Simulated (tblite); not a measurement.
Parent: `[CH2:1]=[C:2]([SiH2:3][NH2:4])[C:5]([CH3:6])=[O:7]` with C1–C2–Si3–N4 -7°, C2–Si3–N4–H 171° and -55°, C1–C2–C5–C6 16°, C4H9NOSi.

Computed geometry: GFN2-xTB, gas phase. One conformer each, not checked by frequencies here.

```
coordinate of the parent    value
                   C1=C2  1.329 Å
                  C2–Si3  1.897 Å
                  Si3–N4  1.729 Å
                   C2–C5  1.469 Å
                   C5–C6  1.508 Å
                   C5=O7  1.215 Å
               C1–C2–Si3   126.5°
                C1–C2–C5   123.7°
               Si3–C2–C5   109.6°
               C2–Si3–N4   104.8°
                C2–C5–C6   119.5°
                C2–C5–O7   118.5°
                C6–C5–O7   122.0°
```

Problem. How does the shared frame change in `[CH2:1]=[C:2]([SiH2:3][NH2:4])[C:5](=[O:6])[CH2:7][CH:8]=[O:9]` with C1–C2–Si3–N4 -16°, C2–Si3–N4–H 171° and -52°, C1–C2–C5–O6 -149°, C2–C5–C7–C8 -98°, C5–C7–C8–O9 107°, C5H9NO2Si? Atoms pair as C1 = C1, C2 = C2, Si3 = Si3, N4 = N4, C5 = C5, C6 = C7, O7 = O6 (parent first).

Solution. 
```tsv
parent	relative	value in the relative	change
C1=C2	C1=C2	1.331 Å	+0.002
C2–Si3	C2–Si3	1.899 Å	+0.002
Si3–N4	Si3–N4	1.725 Å	-0.004
C2–C5	C2–C5	1.460 Å	-0.009
C5–C6	C5–C7	1.533 Å	+0.025
C5=O7	C5=O6	1.211 Å	-0.004
C1–C2–Si3	C1–C2–Si3	125.5°	-1.0
C1–C2–C5	C1–C2–C5	122.9°	-0.8
Si3–C2–C5	Si3–C2–C5	111.1°	+1.5
C2–Si3–N4	C2–Si3–N4	104.2°	-0.6
C2–C5–C6	C2–C5–C7	118.3°	-1.2
C2–C5–O7	C2–C5–O6	120.9°	+2.4
C6–C5–O7	C7–C5–O6	120.8°	-1.2
```

Of the parent's bonds, C5–C6 changes most (+0.025 Å). Bonds of the relative outside the shared frame: C7–C8 1.502, C8=O9 1.199 Å. Point group C1 → C1.

Problem. How does the shared frame change in `[CH2:1]=[C:2]([SiH2:3][NH2:4])[C:5](=[O:6])[CH2:7][C:8]([NH2:9])=[O:10]` with C1–C2–Si3–N4 -156°, C2–Si3–N4–H 175° and -49°, C1–C2–C5–O6 -139°, C2–C5–C7–C8 -106°, C5–C7–C8–N9 -63°, C5H10N2O2Si? Atoms pair as C1 = C1, C2 = C2, Si3 = Si3, N4 = N4, C5 = C5, C6 = C7, O7 = O6 (parent first).

Solution. 
```csv
parent,relative,value in the relative,change
C1=C2,C1=C2,1.330 Å,+0.001
C2–Si3,C2–Si3,1.900 Å,+0.003
Si3–N4,Si3–N4,1.718 Å,-0.011
C2–C5,C2–C5,1.463 Å,-0.006
C5–C6,C5–C7,1.514 Å,+0.006
C5=O7,C5=O6,1.220 Å,+0.005
C1–C2–Si3,C1–C2–Si3,122.9°,-3.6
C1–C2–C5,C1–C2–C5,120.8°,-2.9
Si3–C2–C5,Si3–C2–C5,116.0°,+6.4
C2–Si3–N4,C2–Si3–N4,105.7°,+0.9
C2–C5–C6,C2–C5–C7,117.8°,-1.7
C2–C5–O7,C2–C5–O6,121.8°,+3.3
C6–C5–O7,C7–C5–O6,120.3°,-1.7
```

Of the parent's bonds, Si3–N4 changes most (-0.011 Å). Bonds of the relative outside the shared frame: C7–C8 1.533, C8–N9 1.348, C8=O10 1.208 Å. Point group C1 → C1.
